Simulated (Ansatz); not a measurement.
Isolated molecules relaxed with PBE0-D4/def2-TZVP in Ansatz; ΔE leaves out vibrations. CCSD(T)/CBS adds triple-zeta CCSD(T) − MP2 to the extrapolated MP2 energy (def2 sets, frozen cores). DFT in def2-TZVPP. B3LYP here is the variant with VWN-RPA as its local correlation; programs differ in this. For Ge outer-core shells are correlated without core-valence functions, which leaves a few kJ/mol of doubt a bond. Scalar relativity is left out up to krypton. Each species was taken in one conformer, which may not be the lowest.

Consider the cleavage of the Ge–Ge bond: `[OH][Ge]([GeH3])([GeH3])[GeH3]` + `[OH][GeH2][F]` → `[F][GeH2][O][GeH3]` + `[OH][GeH]([GeH3])[GeH3]`.

`[OH][Ge]([GeH3])([GeH3])[GeH3]`:

```xyz
15

O    -1.651    0.083    1.474
Ge   -0.297   -0.009    0.288
Ge   -1.214   -0.316   -1.950
Ge    0.975   -1.939    1.025
Ge    1.011    2.046    0.405
H    -2.241    0.820    1.296
H    -1.964   -1.654   -2.057
H    -0.079   -0.297   -2.989
H    -2.194    0.825   -2.278
H     1.495   -1.722    2.454
H     2.176   -2.127    0.081
H     0.105   -3.203    0.981
H     1.676    2.194    1.783
H     0.098    3.263    0.166
H     2.103    2.036   -0.679
```

`[OH][GeH2][F]`:

Z-matrix (Å, degrees):
```
Ge
F 1 1.738
O 1 1.761 2 107.6
H 1 1.526 2 107.8 3 114.3
H 1 1.534 2 105.1 3 -119.6
H 3 0.960 1 113.6 2 -67.0
```

`[F][GeH2][O][GeH3]`:

Cartesian coordinates in Å:
```
F -0.819 -1.982 -0.731
Ge -0.353 -0.477 -1.474
O -0.386 0.734 -0.214
Ge 0.336 0.645 1.415
H -1.424 -0.122 -2.506
H 1.070 -0.705 -2.000
H -0.679 -0.008 2.363
H 0.624 2.099 1.809
H 1.632 -0.184 1.337
```

`[OH][GeH]([GeH3])[GeH3]`:

Z-matrix (Å, degrees):
```
Ge
Ge 1 2.423
Ge 1 2.435 2 113.6
O 1 1.796 2 104.0 3 118.9
H 1 1.550 2 111.5 3 -124.3
H 2 1.538 1 109.1 3 61.5
H 2 1.536 1 109.7 3 -57.6
H 2 1.536 1 110.7 3 -178.5
H 3 1.539 1 110.2 2 170.2
H 3 1.539 1 110.3 2 -69.9
H 3 1.537 1 110.3 2 50.3
H 4 0.960 1 112.3 2 171.9
```

```csv
level,ΔE (kcal/mol)
r2SCAN-D4,2.4
PBE0-D4,4.2
B3LYP,0.9
HF/def2-TZVPP,-5.4
MP2/def2-TZVPP,1.4
CCSD(T)/def2-TZVPP,1.0
HF/def2-QZVPP,-6.0
HF/CBS(def2),-6.1
```

Problem. What does CCSD(T)/CBS give? (An estimate is asked.)

Solution. Computed: +1.9 kcal/mol. The listed levels differ from it by 0.5, 2.3, -1.0, -7.3, -0.5, -0.9, -7.9, -8.0 kcal/mol.

Largest T1 diagnostic among the species: 0.012.

From PBE to PBE0 (25 % exact exchange), in def2-TZVPP and without D4, ΔE moves by −1.1 kcal/mol. In def2-TZVPP, CCSD(T) changes the Hartree–Fock value by +6.3 kcal/mol (the triples alone add +0.6 kcal/mol) and MP2 by +6.7 kcal/mol. The D4 term adds +1.2 kcal/mol with B3LYP and +0.7 kcal/mol with PBE0; it sums over pairs of atoms, weighted by their polarisabilities, and B3LYP, whose exchange is more repulsive, gets the larger term.
